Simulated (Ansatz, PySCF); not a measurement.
System: sum formula HBO (charge 0, singlet). 
Coordinates optimised at B3LYP-D3(BJ)/def2-TZVP (Ansatz, a quantum-chemistry and plane-wave program):
```
B
O 1 1.1991
H 1 1.1681 2 180.00
```

Property: vertical ionisation energy (to the doublet state of charge +1; each state is the SCF solution reached for its spin), in eV. Valence correlation only, unless marked. Open shells are spin-unrestricted. Spin-orbit coupling is left out. Non-relativistic. Basis-set limits of correlation are two-point, X^-3; Hartree-Fock from the larger set.

```tsv
level	program	vertical ionisation energy (eV)	minus last row
SVWN5/def2-TZVPD	Ansatz	14.23	0.51
PBE/def2-TZVPD	Ansatz	13.78	0.06
r2SCAN/def2-TZVPD	Ansatz	13.54	-0.18
B3LYP/def2-TZVPD	Ansatz	13.64	-0.08
PBE0/def2-TZVPD	Ansatz	13.49	-0.23
CAM-B3LYP/def2-TZVPD	Ansatz	13.62	-0.10
wB97M-V/def2-TZVPD	Ansatz	13.50	-0.22
CCSD/aug-cc-pVDZ	Ansatz	13.39	-0.33
CCSD/def2-SVPD	Ansatz	13.47	-0.25
CCSD/aug-cc-pVTZ	Ansatz	13.43	-0.29
CCSD/def2-TZVPPD	Ansatz	13.41	-0.31
CCSD/CBS(aug-cc-pVTZ,aug-cc-pVQZ)	Ansatz	13.51	-0.21
CCSD/CBS(def2-TZVPPD,def2-QZVPPD)	Ansatz	13.50	-0.22
CCSD(T)/aug-cc-pVDZ	Ansatz	13.54	-0.18
CCSD(T)/def2-SVPD	Ansatz	13.61	-0.11
CCSD(T)/aug-cc-pVTZ	Ansatz	13.62	-0.10
CCSD(T)/def2-TZVPPD	Ansatz	13.59	-0.13
CCSD(T)/aug-cc-pVQZ	Ansatz	13.67	-0.05
CCSD(T)/def2-QZVPPD	Ansatz	13.65	-0.07
CCSD(T)/CBS(def2-TZVPPD,def2-QZVPPD)	Ansatz	13.70	-0.02
CCSD(T)/CBS(aug-cc-pVTZ,aug-cc-pVQZ)	Ansatz	13.72	0.00
```

For comparison, minus the highest occupied orbital energy (PySCF): 11.99 eV at M06-2X/def2-TZVPD, 8.94 eV at TPSS/def2-TZVPD, 9.54 eV at TPSSh/def2-TZVPD.
